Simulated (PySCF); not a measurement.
# Working with the constants of BeC

PBE0 constants of BeC, ³Π (triplet), unpaired electrons σ ↑, π ↑, a second solution, started from another occupation (basis Be pcseg-2, C pcseg-2; no relativity; PySCF 2.14; masses 9.0122 and 12.0000 u):

* ωe: 776.3 cm⁻¹
* ωexe: 9.07 cm⁻¹
* Be: 1.0271 cm⁻¹
* αe: 0.0156 cm⁻¹

Question: What force constant and bond length do these constants imply?

Answer: Reduced mass μred = 5.1468 u; k = 5.8918×10⁻⁷·μred·ωe² (u, cm⁻¹, mdyn/Å) = 1.83 mdyn/Å; Re = √(16.8576/(μred·Be)) (u, cm⁻¹, Å) = 1.786 Å.

Question: Estimate the centrifugal constant D from the Kratzer relation and find the Dunham coefficient a1.

Answer: D = 4Be³/ωe² = 7.19e-06 cm⁻¹; a1 = −1 − αeωe/(6Be²) = -2.91.
